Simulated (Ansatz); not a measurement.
Program: Ansatz 0.2.0.

A structure relaxed at PBE0-D4/def2-TZVP, charge 0, multiplicity 1:

```xyz
7

Al    0.482    1.090   -0.622
Si   -0.392   -0.288    1.056
As   -0.796   -0.835   -1.288
H     1.425    2.193   -1.240
H     0.229   -1.341    1.903
H    -1.713    0.106    1.611
H     0.766   -0.926   -1.420
```

Task: Give its formula and SMILES.

Result: AlAsH4Si, `[AlH]1[SiH2][AsH]1`.

Task: Summarise the bond lengths by kind.

Result: 1 × Al–Si 2.340 Å; 1 × Al–As 2.404 Å; 1 × Al–H 1.577 Å; 1 × As–Si 2.440 Å; 2 × H–Si 1.486 to 1.487 Å; 1 × As–H 1.571 Å.
